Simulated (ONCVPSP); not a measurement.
**What one change does to a pseudopotential (bismuth (Bi), ONCV)**

```
Element                 : Bi (Z = 83)
Generator               : ONCVPSP 4.0.1
Type                    : optimised norm-conserving Vanderbilt (ONCV)
Functional              : PBE
Relativity              : scalar-relativistic
Frozen core             : [Xe] 4f14
Valence charge          : 15
Reference configuration : 5d10 6s1.5 6p3.5
Partial waves           : 6s: rc 1.90 bohr, ncon 4, nbas 8, qcut 2.8 1/bohr, 1 projector; 6p: rc 2.25 bohr, ncon 4, nbas 9, qcut 4.4 1/bohr, 2 projectors, debl 1.7 Ha; 5d: rc 1.95 bohr, ncon 4, nbas 9, qcut 7.8 1/bohr, 2 projectors, debl 0.5 Ha
Local potential         : polynomial inside 1.30 bohr (lpopt 5, dvloc0 0 Ha)
Core correction         : polynomial model core, fcfact 0.5
```

In the d channel the program set the typed energies aside and used -1.025, 0.250 Ha.

Change: d: qcut 5.6.

Cutoffs: the cutoffs (Ha) at which the residual kinetic energy of the hardest occupied pseudo-wave falls to 1 and 0.1 mHa per electron; they do not see the model core or the augmentation charge, which bear on the density cutoff. Errors are all-electron minus pseudo energies relative to the spin-unpolarised reference configuration.

**Question.** What does the change do?

**Answer.** The potential gets harder (37 Ha and 47 Ha → 40 Ha and 81 Ha); both files keep a bound ghost (p, s); of the 4 tests that both files solve, the error grows in 0 and shrinks in 1 by more than 15 % and 0.3 meV (median size 15.8 → 10.6 meV).

| quantity | base | changed |
| --- | --- | --- |
| cutoff, loose | 37 Ha | 40 Ha |
| cutoff, tight | 47 Ha | 81 Ha |
| loose cutoff by channel | s 37 Ha, p 6.3 Ha, d 23 Ha | s 37 Ha, p 6.3 Ha, d 40 Ha |
| bound ghosts | s, p | s, p |
| GHOST(+) flags under 300 eV | none | none |
| error for 5d10 6s2 6p3, meV [ΔE -5.00 eV] | -0.6 | -0.8 |
| error for 5d10 6s2 6p2, meV [ΔE 2.92 eV] | -7.9 | -8.1 |
| error for 5d10 6s2 6p1, meV [ΔE 18.16 eV] | -24 | -24 |
| error for 5d9 6s2 6p3, meV [ΔE 28.32 eV] | -94 | +13 |
| s: phases at 1.93 bohr within 0.05 rad from the reference energy up to (Ha; the scan ends near 5) | 1.2 | 1.2 |
| p: phases at 2.28 bohr within 0.05 rad from the reference energy up to (Ha; the scan ends near 5) | 3.5 | 3.5 |
| d: phases at 1.97 bohr within 0.05 rad from the reference energy up to (Ha; the scan ends near 5) | to the end of the scan | to the end of the scan |
| rms error of d²Exc/dni dnj with the model core, mHa | 0.49 | 0.70 |

 A true bound ghost makes a file unfit for plane-wave use even where its test errors are small: the radial tests pick states by their node count and pass the ghost by.
